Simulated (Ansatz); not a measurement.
MnCl₂⁻. The state is a quintet with charge -1. Geometry PBE-D4/def2-TZVP, that of the neutral sextet.

Cartesian coordinates in Å:
```
Mn -0.004 -0.003 0.003
Cl 1.109 -1.784 -0.528
Cl -1.105 1.787 0.525
```

At PBE-D4/def2-TZVPD, r2SCAN-D4/def2-TZVPD, PBE0-D4/def2-TZVPD the highest occupied level of the charge -1 quintet lies above zero (up to 1.06 eV). By energy differences its removal costs 1.60 eV (vertical, to the charge 0 sextet, at PBE-D4/def2-TZVPD); a positive level beside a positive removal energy at the same level points to self-interaction error. At r2SCAN-D4/def2-TZVPD, PBE0-D4/def2-TZVPD the charge -1 quintet is spin-contaminated (final ⟨S²⟩ up to 6.20, 6.00 for a pure state).

(1) Estimate the α-spin orbital energies around the gap (eV) in Ansatz with PBE-D4/def2-TZVPD, r2SCAN-D4/def2-TZVPD, PBE0-D4/def2-TZVPD.

## Answers

(1) 
```
orbital  PBE-D4/def2-TZVPD  r2SCAN-D4/def2-TZVPD  PBE0-D4/def2-TZVPD
 HOMO−5              -2.88                 -3.24               -4.22
 HOMO−4              -1.64                 -2.33               -4.14
 HOMO−3              -1.64                 -2.33               -4.14
 HOMO−2              -0.72                 -1.31               -2.70
 HOMO−1              -0.72                 -1.31               -2.70
   HOMO              -0.52                 -0.99               -2.23
   LUMO               2.88                  3.21                3.35
 LUMO+1               3.46                  3.76                3.89
 LUMO+2               3.49                  3.76                4.04
 LUMO+3               3.49                  4.01                4.04
 LUMO+4               4.52                  4.88                5.03
 LUMO+5               4.74                  5.26                5.17
 β HOMO               1.06                  1.00                0.39
 β LUMO               2.00                  2.62                3.70
```
